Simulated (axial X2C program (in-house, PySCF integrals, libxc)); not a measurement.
# Excited states of TaC⁻ by EOM-EE-CCSD

Calculated with an in-house all-electron X2C program for linear molecules (integrals from PySCF): two-component X2C with atomic mean-field Coulomb and Gaunt terms, Gaussian nuclei, basis Ta dyall-acv3z, C dyall-av3z with contracted cores.

R = 1.737 Å (near the PBE0 minimum at charge -1 of the determinant lowest at the starting distance; the state shown can have its own minimum elsewhere).

Vertical excitation energies from the closed-shell determinant state of TaC⁻:

| Ω | excitation (eV) | cm⁻¹ | hole of the leading pair | particle of the leading pair | weight of the pair (for Ω = 0 its time-reversed partner can hold as much again) | singles weight |
| --- | --- | --- | --- | --- | --- | --- |
| 0⁻ | 1.594 | 12860 | 41% Ta sσ, 29% C pσ, 23% Ta pσ | 59% Ta pπ, 21% Ta dπ, 14% C pπ | 0.47 | 0.95 |
| 0⁺ | 1.614 | 13020 | 43% Ta sσ, 27% C pσ, 22% Ta pσ | 61% Ta pπ, 21% Ta dπ, 15% C pπ | 0.47 | 0.96 |
| 1 | 1.692 | 13648 | 35% Ta sσ, 33% C pσ, 24% Ta pσ | 59% Ta pπ, 20% Ta dπ, 15% C pπ | 0.59 | 0.95 |
| 2 | 1.807 | 14573 | 40% Ta sσ, 30% C pσ, 23% Ta pσ | 61% Ta pπ, 18% Ta dπ, 16% C pπ | 0.94 | 0.95 |
| 0⁻ | 1.872 | 15097 | 39% Ta dσ, 29% C pσ, 10% C sσ | 55% Ta pπ, 20% Ta dπ, 14% C pπ | 0.43 | 0.91 |
| 1 | 1.917 | 15463 | 40% Ta dσ, 33% C pσ, 10% C sσ | 55% Ta pπ, 19% Ta dπ, 14% C pπ | 0.61 | 0.91 |
| 0⁺ | 1.930 | 15564 | 40% Ta dσ, 32% C pσ, 10% C sσ | 60% Ta pπ, 21% Ta dπ, 16% C pπ | 0.45 | 0.90 |
| 1 | 1.958 | 15790 | 42% Ta dσ, 31% C pσ, 10% C sσ | 76% Ta dδ, 8% Ta pπ | 0.68 | 0.91 |
| 2 | 1.996 | 16102 | 42% Ta dσ, 29% C pσ, 10% Ta sσ | 61% Ta dδ, 19% Ta pπ, 7% C pπ | 0.73 | 0.92 |
| 3 | 2.121 | 17107 | 42% Ta dσ, 24% C pσ, 16% Ta sσ | 88% Ta dδ | 0.93 | 0.93 |
| 2 | 2.172 | 17518 | 40% Ta dσ, 27% C pσ, 13% Ta sσ | 56% Ta pπ, 15% Ta dπ, 14% C pπ | 0.69 | 0.91 |

This point took 2.3 min on 1 thread of Arm Neoverse V1, on a shared host.

Reference electrons by ω block (each with its −ω partner): 1/2: 24, 3/2: 11, 5/2: 4, 7/2: 1. 18 electrons of TaC⁻ correlated (inner shells frozen), 84 natural virtual spinors (a truncated set); levels can be off by some tenths of an eV. Roots sought by Ω: (0: 5, 1: 4, 2: 3, 3: 1); the list ends where they run out and leaves out roots under 60 % singles weight. The solver can skip a root, and states that need a further excitation, which the method places far too high, are missing though they may lie low or lowest. T1 of the reference 0.032 (Lee–Taylor). Some roots did not converge and are left out. The highest Hartree–Fock level of the anion lies at -1.84 eV; relaxation, partly offset by correlation, puts the detachment threshold some tenths of an eV to over one eV lower in magnitude, and states above it are held by the basis set and are not bound. Number of frozen shells: Ta 4 s, 3 p, 2 d, 1 f; C 1 s. Large amplitudes in the reference (orbital relaxation or multireference character) lower the reliability.
